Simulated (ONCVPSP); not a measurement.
Varying the ONCV potential for Gd (Z = 64)

Base potential:

ONCVPSP 4.0.1 input, shortened (lines: element, Z, core and valence counts, functional; n l f; lmax; l rc ep ncon nbas qcut; lloc lpopt rc5 dvloc0; l nproj debl; icmod fcfact rcfact), LDA (Perdew-Wang 92), scalar-relativistic:

```
  Gd 64.00    9    6  -001012      upf
    1    0    2.00
    2    0    2.00
    2    1    6.00
    3    0    2.00
    3    1    6.00
    3    2   10.00
    4    0    2.00
    4    1    6.00
    4    2   10.00
    4    3    7.00
    5    0    2.00
    5    1    6.00
    5    2    1.00
    6    0    1.00
    6    1    1.00
    3
    0    2.20    0.00    4    7    4.20
    1    2.25    0.00    5    8    5.80
    2    3.00    0.00    3    7    6.20
    3    0.80    0.00    3    7   18.80
    4    5    0.80    2.00
    0    2    1.70
    1    2    0.50
    2    2    1.10
    3    2    1.90
    3    2.75    1.45
```

Cutoffs, loose and tight: the cutoffs (Ha) at which the residual kinetic energy of the hardest occupied pseudo-wave falls to 1 and 0.1 mHa per electron. They do not see the model core or the augmentation charge, which bear on the density cutoff. Test errors are all-electron minus pseudo excitation energies from the reference, over the configurations 4f7 5s2 5p6 5d1 6s2 6p0; 4f7 5s2 5p6 5d1 6s1 6p0; 4f7 5s2 5p6 5d1 6s0 6p0; 4f6 5s2 5p6 5d1 6s2 6p0. A dash means not determined; rows that change the core or the reference have their own tests. The largest error is taken over the tests solved by every variant that gives reliable tests at all: 4f7 5s2 5p6 5d1 6s0 6p0; 4f7 5s2 5p6 5d1 6s1 6p0; 4f7 5s2 5p6 5d1 6s2 6p0.

A true bound ghost makes a file unfit for plane-wave use even where its test errors are small: the radial tests pick states by their node count and pass the ghost by.

| change | outcome | cutoff, loose | cutoff, tight | bound ghosts | GHOST(+) flags above zero | largest test error (meV) |
| --- | --- | --- | --- | --- | --- | --- |
| base | generated | 158 Ha | 176 Ha | s, p | d | -5.1 |
| d: rc 2.06 | generated | 158 Ha | 176 Ha | s, p | d | -5.1 |
| d: rc 2.32 | generated | 158 Ha | 176 Ha | s, p | d | -5.1 |
| d: rc 2.62 | generated | 158 Ha | 176 Ha | s, p | d | -5.1 |
| d: rc 2.88 | generated | 158 Ha | 176 Ha | s, p | d | -5.1 |
| d: rc 3.24 | generated | 158 Ha | 176 Ha | s, p | none | -5.3 |
| d: rc 3.74 | generated | 158 Ha | 176 Ha | s, p | d | -5.9 |
| d: rc 4.06 | generated | 158 Ha | 176 Ha | s, p | d | -7.3 |
| d: rc 4.36 | generated | 158 Ha | 176 Ha | s, p | d | -9.0 |

What comes out with this change to the base: d: rc 3.54?

outcome: generated; cutoff, loose: 158 Ha; cutoff, tight: 176 Ha; bound ghosts: s, p, d; GHOST(+) flags above zero: none; largest test error (meV): -5.6.

Reading the sweep of the d radius (base included, trends over the rows without a ghost): Bound ghosts are found at 2.06, 2.32, 2.62, 2.88, 3, 3.24, 3.54, 3.74, 4.06, 4.36 bohr. Every judged row has one, so this setting neither creates nor removes them.
